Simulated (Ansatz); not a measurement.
Results of the Gaussian-basis code of Ansatz.

FGeH$_{5}$O$_{2}$Si (`[OH][GeH2][SiH](O)F`). The species carries charge 0 and has multiplicity 1. Geometry: relaxed with PBE0-D4/def2-TZVP. It is one conformer, not always the lowest.

```xyz
10

O     1.432    1.355   -1.063
Ge    1.177   -0.367   -0.647
Si   -0.685   -0.431    0.847
O    -1.710    0.678    0.209
F    -1.360   -1.883    0.854
H     0.598    1.793   -1.251
H     0.906   -1.184   -1.928
H     2.505   -0.812   -0.020
H    -0.403   -0.122    2.273
H    -2.461    0.973    0.726
```

Task: What is the dipole moment at r2SCAN/def2-TZVPP? (An estimate is asked.)

Result: The calculation gave: 2.14 D, with components (-1.77, 0.61, 1.03) D in this frame, pointing from negative to positive charge.

Task: And with PBE, B3LYP, ωB97M-V? (Estimate.)

Result: The calculation gave: PBE 2.08 D, B3LYP 2.13 D, ωB97M-V 2.15 D.

Task: Give the Mulliken charges with r2SCAN, ωB97M-V, PBE in def2-TZVPP. (Best estimate.)

Result: The calculation gave: 
| atom | r2SCAN | ωB97M-V | PBE |
| --- | --- | --- | --- |
| O1 | -0.45 | -0.43 | -0.40 |
| Ge2 | 0.30 | 0.21 | 0.27 |
| Si3 | 0.62 | 0.59 | 0.51 |
| O4 | -0.41 | -0.37 | -0.35 |
| F5 | -0.32 | -0.31 | -0.27 |
| H6 | 0.19 | 0.17 | 0.18 |
| H7 | -0.03 | 0.00 | -0.03 |
| H8 | -0.01 | 0.02 | -0.01 |
| H9 | -0.11 | -0.06 | -0.10 |
| H10 | 0.21 | 0.18 | 0.19 |

B3LYP here is the variant with VWN-RPA as its local correlation; programs differ in this.
